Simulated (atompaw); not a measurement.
Cd: variants of one PAW (atompaw) potential

Base potential:

* Element: Cd (Z = 48)
* Generator: atompaw 4.2.0.5
* Type: PAW
* Functional: PBE
* Relativity: scalar-relativistic
* Frozen core: [Kr] 4d10
* Valence charge: 2
* Reference configuration: 5s1.75 5p0.25
* Partial waves: 5s (bound): rc 2.45 bohr; 5s channel at -0.15 Ry: rc 3.00 bohr; 5p (bound): rc 3.00 bohr; 5p channel at 4.6 Ry: rc 3.00 bohr; 5d channel at 0.1 Ry: rc 3.00 bohr
* Local potential: troulliermartins scheme with l = 3 at 0 Ry, radius 2.80 bohr
* Core correction: smooth core density matched at 2.25 bohr
* Augmentation charge: gaussian compensation charge, radius 2.50 bohr; PAW radius 3.00 bohr; waves and projectors: custom polynom2 7 10 vanderbiltortho

All-electron outer shells of the reference configuration (PBE, scalar-relativistic, ld1.x):

```csv
shell,level (eV),outermost node (bohr),outermost maximum (bohr)
4p,-67.51,0.43,0.84
4d,-12.26,0.42,0.98
5s,-6.02,1.06,2.32
5p,-1.45,1.20,3.29
```

Cutoffs, loose and tight: the cutoffs (Ry, on a coarse ladder) from which the occupation-weighted sum of valence levels, in a spherical-Bessel basis at the reference potential, stays within 10 and 1 mRy of its value at 400 Ry. They see the waves, projectors and local potential, not the compensation charge or the core. A dash means not determined.

A true bound ghost makes a file unfit for plane-wave use even where its test errors are small: the radial tests pick states by their node count and pass the ghost by.

```tsv
change	outcome	cutoff, loose	cutoff, tight	bound ghosts
base	generated	6 Ry	8 Ry	none
wave 5s channel at -0.15 Ry: rc 3.00 bohr becomes 5s channel at -0.17 Ry: rc 3.00 bohr	generated	6 Ry	8 Ry	none
functional LDA (PW92); added wave 5d channel at 2.8 Ry: rc 2.65 bohr	generated	6 Ry	8 Ry	none
local potential troulliermartins scheme with l = 3 at 0 Ry, radius 2.60 bohr	failed: atompaw: The overlap operator has at least one negative eigenvalue!	–	–	–
local potential bessel scheme, radius 2.80 bohr	failed: atompaw: The overlap operator has at least one negative eigenvalue!	–	–	–
reference 5s2 5p0	generated	6 Ry	8 Ry	none
all radii scaled by about 0.95 (s 2.34, p 2.86, d 2.86 bohr); local potential troulliermartins scheme with l = 3 at 0 Ry, radius 2.68 bohr; augmentation gaussian compensation charge, radius 2.38 bohr; PAW radius 2.86 bohr; waves and projectors: custom polynom2 7 10 vanderbiltortho; core correction smooth core density matched at 2.16 bohr	generated	6 Ry	8 Ry	none
```

Q: What comes out with this change to the base: augmentation gaussian compensation charge, radius 2.50 bohr; PAW radius 3.00 bohr; waves and projectors: custom rrkj vanderbiltortho?

A: outcome: generated; cutoff, loose: 6 Ry; cutoff, tight: 6 Ry; bound ghosts: s.

Q: What comes out with this change to the base: core [Ar] 3d10, valence charge 20; reference 4s2 4p6 4d10 5s2 5p0; waves now 4s (bound): rc 0.95 bohr; 5s (bound): rc 1.40 bohr; 4p (bound): rc 1.25 bohr; 5p (bound): rc 1.80 bohr; 4d (bound): rc 1.80 bohr; 4d channel at 0.1 Ry: rc 1.80 bohr; 4f channel at 0.15 Ry: rc 1.80 bohr; 4f channel at 2.2 Ry: rc 1.60 bohr; local potential troulliermartins scheme with l = 4 at 0 Ry, radius 1.30 bohr; core correction smooth core density matched at 1.30 bohr; augmentation gaussian compensation charge, radius 1.65 bohr; PAW radius 1.80 bohr; waves and projectors: custom polynom2 7 10 vanderbiltortho?

A: outcome: generated; cutoff, loose: 300 Ry; cutoff, tight: over 300 Ry; bound ghosts: none.

Q: What comes out with this change to the base: wave 5d channel at 0.1 Ry: rc 3.00 bohr becomes 5d channel at 0.1 Ry: rc 2.22 bohr?

A: outcome: generated; cutoff, loose: 6 Ry; cutoff, tight: 8 Ry; bound ghosts: d.
